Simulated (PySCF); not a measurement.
Compound: C₂H₉PSn.
Geometry (PBE0-D3(BJ)/def2-SVP, Å), atoms numbered from 1 in this order:
```xyz
13
C2H9PSn angstrom
C     -2.0981   -0.3671   -0.3111
C     -0.7381   -0.8904    0.1294
Sn     0.7506    0.6623    0.3634
P      2.9667   -0.4054    0.9428
H     -2.8294   -1.1858   -0.4174
H     -2.0455    0.1478   -1.2836
H     -2.5181    0.3486    0.4137
H     -0.8039   -1.4146    1.0960
H     -0.3359   -1.6159   -0.5954
H      0.3103    1.7058    1.6581
H      0.8517    1.5940   -1.0821
H      3.6988    0.8029    0.7237
H      3.1732   -0.8596   -0.3974
```

Theory: PBE0-D3(BJ)/def2-SVP geometry optimisation, gas phase, def2 core potentials past Kr in PySCF.

Masses are those of the commonest isotopes; rigid-rotor values at the optimised geometry. The values belong to one conformer with, in the numbering `[CH3:1][CH2:2][SnH2:3][PH2:4]`, C1–C2–Sn3–P4 -176°, C2–Sn3–P4–H 168° and 75°.

(1) What are A, B and C (MHz)?

(2) Classify the top.

(3) Is it planar, by Δ = Ic − Ia − Ib?

(4) Predict some low-J microwave lines.

## Answers

(1) Ia = 76.71, Ib = 351.47, Ic = 409.97 u·Å²; 505379 MHz·u·Å²/I gives A = 6588, B = 1438, C = 1233 MHz.

(2) A near-prolate asymmetric top; Ray's κ = -0.923.

(3) Not planar: Δ = Ic − Ia − Ib = -18.20 u·Å². For a rigid frame Δ = −2 Σ m c², so Σ m c² = 9.10 u·Å² lies off the ab plane: 8.98 from hydrogen and 0.12 from heavier atoms. The atom farthest from that plane is 1.40 Å away.

(4) The dipole components are |μa| = 1.02 D, |μb| = 0.07 D, |μc| = 0.59 D. Intensities carry the squares of the components, which stand as 1.00 : 0.01 : 0.33 (a : b : c). Some lines, for components of 0.1 D or more:

| type | branch | J(Ka,Kc) | MHz | lower level (cm⁻¹) |
| --- | --- | --- | --- | --- |
| a | Q | 4(1,3) ← 4(1,4) | 2051 | 1.031 |
| a | R | 1(0,1) ← 0(0,0) | 2671 | 0.000 |
| c | Q | 5(1,5) ← 5(0,5) | 3882 | 1.329 |
| a | R | 2(1,2) ← 1(1,1) | 5136 | 0.261 |
| a | R | 2(1,1) ← 1(1,0) | 5546 | 0.268 |
| a | R | 3(2,2) ← 2(2,1) | 8012 | 0.968 |
| a | R | 4(3,1) ← 3(3,0) | 10695 | 2.112 |
| c | R | 2(1,1) ← 1(0,1) | 10902 | 0.089 |
| a | R | 5(0,5) ← 4(0,4) | 13235 | 0.888 |
| a | R | 5(4,2) ← 4(4,1) | 13367 | 3.695 |
| c | Q | 5(2,4) ← 5(1,4) | 14246 | 1.561 |
| c | Q | 2(2,1) ← 2(1,1) | 15451 | 0.453 |
| c | R | 2(2,0) ← 1(1,0) | 21004 | 0.268 |
| c | R | 3(2,2) ← 2(1,2) | 24079 | 0.432 |
| c | Q | 4(3,2) ← 4(2,2) | 26196 | 1.595 |
| c | R | 3(3,1) ← 2(2,1) | 34281 | 0.968 |
| c | R | 5(4,2) ← 4(3,2) | 50127 | 2.468 |
| c | R | 5(5,0) ← 4(4,0) | 60632 | 3.695 |

No frequency check. These are rigid-rotor constants of the computed structure; measured ground-state constants (B0) also hold zero-point vibration. A rigid rotor knows nothing of internal rotation, which can split or shift real lines.
